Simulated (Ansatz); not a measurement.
The cluster Y2F6, relaxed as a singlet with RKS PBE0-D4/def2-SVP in Ansatz, starting from the GFN2-xTB geometry. Force threshold 0.02 eV/Å.

In the def2 sets Y takes a core potential; there is no spin–orbit coupling. The relaxation made no stability test and no search for a lower SCF solution. No other spin state of charge 0 was run. The structure comes from a short search, and lower isomers may exist.

Start:

Cartesian coordinates in Å:
```
Y -1.1026 -0.4787 0.8137
Y 1.1172 0.4676 -0.8037
F 1.5340 -0.3915 -2.4947
F -2.3477 0.7930 1.5867
F -2.4496 -1.6528 0.0543
F 1.1306 2.2838 -1.4888
F -0.8135 -1.4995 2.4393
F 2.9316 0.4780 -0.1069
```

```json
{"step": "1", "energy (eV)": "-18368.6139", "largest force component (eV/Å)": "2.626", "SCF passes": "16"}
{"step": "2", "energy (eV)": "-18369.8048", "largest force component (eV/Å)": "1.030", "SCF passes": "24"}
{"step": "3", "energy (eV)": "-18370.7117", "largest force component (eV/Å)": "0.969", "SCF passes": "24"}
{"step": "4", "energy (eV)": "-18371.2906", "largest force component (eV/Å)": "1.212", "SCF passes": "23"}
{"step": "5", "energy (eV)": "-18371.7183", "largest force component (eV/Å)": "0.664", "SCF passes": "22"}
{"step": "6", "energy (eV)": "-18371.9354", "largest force component (eV/Å)": "0.426", "SCF passes": "22"}
{"step": "7", "energy (eV)": "-18372.0844", "largest force component (eV/Å)": "0.184", "SCF passes": "22"}
{"step": "8", "energy (eV)": "-18372.1101", "largest force component (eV/Å)": "0.102", "SCF passes": "19"}
{"step": "9", "energy (eV)": "-18372.1391", "largest force component (eV/Å)": "0.127", "SCF passes": "19"}
{"step": "10", "energy (eV)": "-18372.1610", "largest force component (eV/Å)": "0.343", "SCF passes": "19"}
{"step": "11", "energy (eV)": "-18372.2015", "largest force component (eV/Å)": "0.420", "SCF passes": "19"}
{"step": "13", "energy (eV)": "-18372.3602", "largest force component (eV/Å)": "0.355", "SCF passes": "19"}
{"step": "15", "energy (eV)": "-18372.7155", "largest force component (eV/Å)": "0.598", "SCF passes": "19"}
{"step": "17", "energy (eV)": "-18373.2872", "largest force component (eV/Å)": "0.657", "SCF passes": "20"}
{"step": "19", "energy (eV)": "-18373.5673", "largest force component (eV/Å)": "0.337", "SCF passes": "25"}
{"step": "21", "energy (eV)": "-18373.9046", "largest force component (eV/Å)": "0.497", "SCF passes": "26"}
{"step": "23", "energy (eV)": "-18374.5592", "largest force component (eV/Å)": "0.769", "SCF passes": "19"}
{"step": "25", "energy (eV)": "-18375.0059", "largest force component (eV/Å)": "0.572", "SCF passes": "20"}
{"step": "27", "energy (eV)": "-18375.1207", "largest force component (eV/Å)": "0.025", "SCF passes": "19"}
{"step": "29", "energy (eV)": "-18375.1269", "largest force component (eV/Å)": "0.025", "SCF passes": "20"}
{"step": "30", "energy (eV)": "-18375.1270", "largest force component (eV/Å)": "0.001", "SCF passes": "14"}
```

Force components are those of the run's own axes.

End:

Cartesian coordinates in Å:
```
Y -1.218 -1.115 0.598
Y 1.217 1.115 -0.599
F 0.462 -0.927 -0.788
F -0.466 0.929 0.784
F -2.997 -1.269 -0.270
F 0.873 2.276 -2.173
F -0.865 -2.273 2.172
F 2.993 1.265 0.277
```

Bonds formed: Y1–F3, Y2–F4 (atoms count from 1).

No frequencies were taken in this run, so the end may be a saddle point.

Run time 67 s (4 threads of Arm Neoverse V2 on a shared host).
